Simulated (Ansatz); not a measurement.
Ideal-gas functions of CH₄BrNOSi, SMILES `N=C[SiH](O)Br` at 500 K and 1 bar, from an Ansatz frequency run at PBE0-D4/def2-TZVP.

Molar mass 154.04 g/mol, point group C1 (symmetry number 1), electronic degeneracy 1, moments of inertia 108.454, 375.913, 443.794 u Å². Harmonic wavenumbers (cm⁻¹, unscaled): 65, 109, 186, 228, 236, 385, 470, 630, 696, 758, 822, 866, 938, 1181, 1218, 1410, 1677, 2269, 3057, 3416, 3918.

Use S(trans) = R[1.5 ln M + 2.5 ln T − 1.1517]; rotational temperatures θ = 24.2544 K / I; S(rot) = R[ln(√π/σ · √(T³/θAθBθC)) + 1.5]; for each mode x = 1.438777 ν̃/T, S = R[x/(eˣ − 1) − ln(1 − e⁻ˣ)] and H = RT x/(eˣ − 1); 1 cm⁻¹ = 0.0119627 kJ/mol; R = 8.31446 J/(mol·K).

Q: By hand: the entropy, in J/(mol·K).

A: Translation 182.4. Rotation: θ = 0.2236, 0.0645, 0.0547 K, giving 124.4. Vibration, mode by mode: 22.27, 17.99, 13.61, 11.97, 11.69, 7.88, 6.41, 4.42, 3.80, 3.30, 2.86, 2.59, 2.20, 1.26, 1.16, 0.74, 0.39, 0.09, 0.01, 0.00, 0.00, in all 114.6. Electronic 0.0. Sum 421.4 J/(mol·K).

Q: By hand: H − E and G − E in kJ/mol, counted from the electronic energy.

A: Zero-point energy ½ × 24535 × 0.0119627 = 146.8; thermal vibration 28.7; translation, rotation and pV give 4 RT = 16.6. H − E = 192.1 kJ/mol, and G − E = 192.1 − 500 × 421.4/1000 = -18.6 kJ/mol.

Vibration gives 27 % of the entropy, 40.3 J/(mol·K) of it from the modes under 150 cm⁻¹: soft modes count most, and the harmonic formula is weakest for them. The sum counts one conformer and one mirror image; others add a mixing term.
